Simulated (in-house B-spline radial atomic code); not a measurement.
Spin-orbit splittings of orbital energies (j = l + 1/2 less j = l - 1/2) and ratios of mean radii (lower j over upper j) along the 56-electron series, configuration [Xe] 4f2. Computed with an all-electron radial atomic-structure program (B-spline basis): Dirac-Hartree-Fock, average of the configuration, finite nuclei.

| ion | Z | splitting of 3d (eV) | radius ratio of 3d | splitting of 4d (eV) | radius ratio of 4d | splitting of 4p (eV) | radius ratio of 4p |
| --- | --- | --- | --- | --- | --- | --- | --- |
| Ce2+ | 58 | 19.099 | 0.98528 | 3.4142 | 0.9869 | 19.369 | 0.96236 |
| Pr3+ | 59 | 20.825 | 0.98478 | 3.8153 | 0.98672 | 21.376 | 0.96132 |
| Nd4+ | 60 | 22.665 | 0.98426 | 4.2581 | 0.98655 | 23.564 | 0.96031 |
